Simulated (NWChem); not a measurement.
# CH4MgO; SMILES [O]([MgH])C

```xyz
7

Mg     0.0000     0.0000    -1.4031
H      0.0000     0.0000    -3.1015
O      0.0000     0.0000     0.3675
C      0.0000     0.0000     1.7521
H      0.7241     0.7241     2.1620
H     -0.9892     0.2651     2.1620
H      0.2651    -0.9892     2.1620
```
Atoms are numbered in this order, from 1.

Program: NWChem. Pople sets run with spherical d functions. Medium grid unless said otherwise, to which SCAN and Minnesota functionals are sensitive. Structure relaxed at the B3LYP/6-31G* (spherical d) level. Hybrids' shares of exact exchange are those that their runs print; pure functionals count as 0. The functionals differ in more than this share.

| row | share of exact exchange | highest occupied level (eV) |
|---|---|---|
| PBE/6-31G* | 0.00 | -5.37 |
| revPBE/6-31G* | 0.00 | -5.32 |
| TPSSh/6-31G* | 0.10 | -6.07 |
| B3LYP/6-31G* | 0.20 | -6.64 |
| B97-2/6-31G* | 0.21 | -6.61 |
| M06-2X/6-31G* | 0.54 | withheld |

Task: Fit a straight line of the last column on the one before it, predict the withheld value, and compare with the run.

Result: 
1. Means of the 5 shown rows: x = 0.102, y = -6.002. Slope Σ(x − x̄)(y − ȳ)/Σ(x − x̄)² = -0.2621/0.04208 = -6.228; intercept -5.367.
2. The shown rows scatter about the line by 0.052 (root mean square); the largest residual is -0.08, at TPSSh/6-31G*.
3. At x = 0.54 (M06-2X/6-31G*; beyond the shown range) the line gives -8.73.
4. The run gives -8.47, +0.26 from the line, 5.0 times the scatter.
